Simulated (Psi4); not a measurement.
Psi4 input (wB97X-D/6-311+G**):

```
memory 1500 MB

molecule {
0 2
N     1.21144200    1.69920800   -0.09679900
Si    1.62237000    0.00070400   -0.03083900
O     0.27973300   -0.88802700   -0.25278200
Si   -1.35860800   -0.65729200   -0.28930600
N    -1.95765200    0.45581400    0.85887600
H     2.01002200    2.32834600    0.01448600
H     2.21289600   -0.28875900    1.30014800
H     2.59877100   -0.31184100   -1.10245600
H    -1.69244900   -0.16456500   -1.64027000
H    -1.96954400   -1.96937400   -0.00206400
H    -2.14148200    0.18266900    1.81069600
H    -1.72528200    1.43482700    0.78921700
symmetry c1
no_reorient
no_com
}

set {
  basis 6-311+G**
  reference uks
  scf_type df
  df_basis_scf def2-universal-jkfit
  dft_radial_points 99
  dft_spherical_points 590
  e_convergence 1e-8
  d_convergence 1e-7
  maxiter 150
}

e = energy('wb97x-d')
print_out(f'\nFINAL {e:.10f} DIPOLE {variable("CURRENT DIPOLE")[0]:.6f} {variable("CURRENT DIPOLE")[1]:.6f} {variable("CURRENT DIPOLE")[2]:.6f}\n')
```

Output:

```
   => Loading Basis Set <=

    Name: 6-311+G**
    Role: ORBITAL
    Keyword: BASIS
    atoms 1, 5 entry N          line   150 file 6-311pgss.gbs
    atoms 2, 4 entry SI         line   351 file 6-311pgss.gbs
    atoms 3    entry O          line   171 file 6-311pgss.gbs
    atoms 6-12 entry H          line    42 file 6-311pgss.gbs

   => WB97X-D: Empirical Dispersion <=

    Chai and Head-Gordon Dispersion Correction
    Chai, J.-D.; Head-Gordon, M. (2010), J. Chem. Phys., 132: 6615-6620

        s6 =       1.000000

         ---------------------------------------------------------
                                   SCF
               by Justin Turney, Rob Parrish, Andy Simmonett
                          and Daniel G. A. Smith
                              UKS Reference
         ---------------------------------------------------------

  ==> Geometry <==

    Molecular point group: c1
    Full point group: C1

    Geometry (in Angstrom), charge = 0, multiplicity = 2:

       Center              X                  Y                   Z               Mass
    ------------   -----------------  -----------------  -----------------  -----------------
         N            1.211442000000     1.699208000000    -0.096799000000    14.003074004430
         SI           1.622370000000     0.000704000000    -0.030839000000    27.976926534650
         O            0.279733000000    -0.888027000000    -0.252782000000    15.994914619570
         SI          -1.358608000000    -0.657292000000    -0.289306000000    27.976926534650
         N           -1.957652000000     0.455814000000     0.858876000000    14.003074004430
         H            2.010022000000     2.328346000000     0.014486000000     1.007825032230
         H            2.212896000000    -0.288759000000     1.300148000000     1.007825032230
         H            2.598771000000    -0.311841000000    -1.102456000000     1.007825032230
         H           -1.692449000000    -0.164565000000    -1.640270000000     1.007825032230
         H           -1.969544000000    -1.969374000000    -0.002064000000     1.007825032230
         H           -2.141482000000     0.182669000000     1.810696000000     1.007825032230
         H           -1.725282000000     1.434827000000     0.789217000000     1.007825032230

  Running in c1 symmetry.

  Rotational constants: A =      0.18471  B =      0.06509  C =      0.05301 [cm^-1]
  Rotational constants: A =   5537.59177  B =   1951.22752  C =   1589.26983 [MHz]
  Nuclear repulsion =  302.260191474380406

  Charge       = 0
  Multiplicity = 2
  Electrons    = 57
  Nalpha       = 29
  Nbeta        = 28

  ==> Algorithm <==

[...]

      29A     -0.068198    30A      0.050586    31A      0.064193
      32A      0.069810    33A      0.075689    34A      0.079366
      35A      0.092185    36A      0.098198    37A      0.113863
      38A      0.133192    39A      0.138533    40A      0.154439
      41A      0.167211    42A      0.172610    43A      0.180440
      44A      0.187526    45A      0.189496    46A      0.207134
      47A      0.215107    48A      0.220128    49A      0.224849
      50A      0.232339    51A      0.240846    52A      0.251080
      53A      0.270527    54A      0.290070    55A      0.298488
      56A      0.314446    57A      0.329276    58A      0.331233
      59A      0.339937    60A      0.356957    61A      0.364589
      62A      0.387893    63A      0.396102    64A      0.407321
      65A      0.454260    66A      0.464275    67A      0.492118
      68A      0.499369    69A      0.517987    70A      0.541818
      71A      0.609765    72A      0.622541    73A      0.637923
      74A      0.673662    75A      0.692687    76A      0.708869
      77A      0.741558    78A      0.782907    79A      0.803314
      80A      0.841118    81A      0.864245    82A      0.909673
      83A      0.927771    84A      0.931517    85A      0.942193
      86A      0.955778    87A      0.972735    88A      0.980479
      89A      1.022615    90A      1.050788    91A      1.092577
      92A      1.173247    93A      1.202100    94A      1.220933
      95A      1.243980    96A      1.281785    97A      1.298920
      98A      1.303740    99A      1.322605   100A      1.344893
     101A      1.375876   102A      1.378767   103A      1.401603
     104A      1.447644   105A      1.492039   106A      1.532114
     107A      1.556819   108A      1.572997   109A      1.615127
     110A      1.627068   111A      1.666910   112A      1.720766
     113A      1.740879   114A      1.763121   115A      1.792484
     116A      1.862791   117A      1.908574   118A      2.032528
     119A      2.041499   120A      2.048850   121A      2.077555
     122A      2.129422   123A      2.178989   124A      2.226531
     125A      2.241178   126A      2.405180   127A      2.451468
     128A      2.508970   129A      2.516311   130A      2.574080
     131A      2.614754   132A      2.697973   133A      2.730511
     134A      2.750688   135A      2.768153   136A      2.782277
     137A      2.856008   138A      2.889972   139A      2.956968
     140A      2.966151   141A      3.033385   142A      3.053839
     143A      3.089118   144A      3.146492   145A      3.346646
     146A      3.445144   147A      3.958307   148A      3.983108
     149A      4.027382   150A      4.386295   151A      4.497759
     152A      4.839688   153A      5.157120   154A      5.172562
     155A      5.280415   156A      5.864356   157A      5.888737
     158A     11.527641   159A     11.554808   160A     11.561080
     161A     11.586241   162A     11.627213   163A     11.669555
     164A     35.556992   165A     35.704396   166A     50.030212
     167A    141.376727   168A    141.409910

    Final Occupation by Irrep:
              A
    DOCC [    28 ]
    SOCC [     1 ]
    NA   [    29 ]
    NB   [    28 ]

  @DF-UKS Final Energy:  -767.99184707093343

   => Energetics <=

    Nuclear Repulsion Energy =            302.2601914743804059
    One-Electron Energy =               -1661.6375195754617380
    Two-Electron Energy =                 639.1354525433384879
    DFT Exchange-Correlation Energy =     -47.7453012941910160
    Empirical Dispersion Energy =          -0.0046702189996946
    VV10 Nonlocal Energy =                  0.0000000000000000
    Total Energy =                       -767.9918470709334315

  UHF NO Occupations:
  HONO-2 :   27  A 1.9995225
  HONO-1 :   28  A 1.9991133
  HONO-0 :   29  A 1.0000000
  LUNO+0 :   30  A 0.0008867
  LUNO+1 :   31  A 0.0004775
  LUNO+2 :   32  A 0.0004119
  LUNO+3 :   33  A 0.0002991

Computation Completed

Properties will be evaluated at   0.000000,   0.000000,   0.000000 [a0]

Properties computed using the SCF density matrix

 Multipole Moments:

 ------------------------------------------------------------------------------------
     Multipole            Electronic (a.u.)      Nuclear  (a.u.)        Total (a.u.)
 ------------------------------------------------------------------------------------

 L = 1.  Multiply by 2.5417464519 to convert [e a0] to [Debye]
 Dipole X            :          0.5916690           -0.0000113            0.5916576
 Dipole Y            :          0.4229931            0.0000170            0.4230101
 Dipole Z            :          0.5079486            0.0000189            0.5079675
 Magnitude           :                                                    0.8871456

 ------------------------------------------------------------------------------------

FINAL -767.9918470709 DIPOLE 0.591658 0.423010 0.507968

*** Psi4 exiting successfully. Buy a developer a beer!
```

The geometry given is a B3LYP-D3(BJ)/def2-TZVP minimum.
